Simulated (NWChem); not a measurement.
System: Si3H7Cl; SMILES [SiH2]([SiH3])[SiH2]Cl

```xyz
11

Si    -0.8378     2.2768     0.2133
Si     1.0267     0.9547    -0.3492
Si     0.8034    -1.2949     0.3024
Cl    -0.9402    -2.1197    -0.5146
H     -1.1109     2.1786     1.6733
H     -0.5693     3.7015    -0.1256
H     -2.0423     1.8246    -0.5318
H      1.2726     1.0040    -1.8186
H      2.2470     1.4831     0.3311
H      0.6998    -1.4263     1.7795
H      1.9443    -2.1242    -0.1671
```
Atoms are numbered in this order, from 1.

Results from NWChem. The geometry was optimised at B3LYP/6-31G* (spherical d). Level: PBE/def2-SVP with SMD (1 M gas to 1 M solution), gas-phase geometry. Reactions with the solvent are ignored.

| solvent | dielectric constant | solvation free energy (kcal/mol) | cavity-dispersion-structure term (kcal/mol) | dipole in solution (D) |
|---|---|---|---|---|
| water | 78.4 | [?] | [?] | 1.78 |
| 1,4-dioxane | 2.21 | -0.7 | -0.1 | 1.53 |
| cyclohexanone | 15.6 | -1.0 | 0.0 | 1.75 |
| 1-propanol | 20.5 | -2.0 | -0.9 | 1.76 |

**Question.** What belongs in the gaps?

**Answer.** 
- water, solvation free energy (kcal/mol): 3.1
- water, cavity-dispersion-structure term (kcal/mol): 4.2
